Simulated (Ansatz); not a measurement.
`[OH][Hf]([Cl])([Cl])[Cl]` and `C[NH][Hf]([OH])([Cl])[Cl]` differ in one atom or group.

Ansatz, PBE0-D4/def2-TZVP geometries, multiplicity 1. Each molecule was computed in one conformer, which needn't be the lowest.

Elements past krypton have def2 core potentials.

```tsv
property	`[OH][Hf]([Cl])([Cl])[Cl]`
LUMO energy (PBE/def2-TZVPP) / eV	-2.22
HOMO energy (B3LYP/def2-TZVPP) / eV	-9.01
HOMO–LUMO gap (B3LYP/def2-TZVPP) / eV	7.40
HOMO–LUMO gap (PBE0/def2-TZVPP) / eV	7.90
size of the dipole moment (PBE/def2-TZVPP) / D	2.80
size of the dipole moment (B3LYP/def2-TZVPP) / D	2.81
```

Q: What does the change do to each property? (Estimate.)

A: Ansatz gave: 
```json
{"property": "LUMO energy (PBE/def2-TZVPP) / eV", "`C[NH][Hf]([OH])([Cl])[Cl]`": "-1.59", "shift": "0.63"}
{"property": "HOMO energy (B3LYP/def2-TZVPP) / eV", "`C[NH][Hf]([OH])([Cl])[Cl]`": "-7.05", "shift": "1.96"}
{"property": "HOMO–LUMO gap (B3LYP/def2-TZVPP) / eV", "`C[NH][Hf]([OH])([Cl])[Cl]`": "6.12", "shift": "-1.28"}
{"property": "HOMO–LUMO gap (PBE0/def2-TZVPP) / eV", "`C[NH][Hf]([OH])([Cl])[Cl]`": "6.56", "shift": "-1.34"}
{"property": "size of the dipole moment (PBE/def2-TZVPP) / D", "`C[NH][Hf]([OH])([Cl])[Cl]`": "3.33", "shift": "0.53"}
{"property": "size of the dipole moment (B3LYP/def2-TZVPP) / D", "`C[NH][Hf]([OH])([Cl])[Cl]`": "3.30", "shift": "0.49"}
```

With PBE0 the HOMO rises by 2.02 eV and the LUMO rises by 0.68 eV, so the gap narrows by about 1.34 eV. PBE moves the HOMO by 1.95 eV and ωB97M-V by 1.96 eV. The zero-point energy changes by 137.6 kJ/mol with +15 modes. Dipoles are sizes alone; their direction can turn.

B3LYP here is the variant with VWN-RPA as its local correlation; programs differ in this.
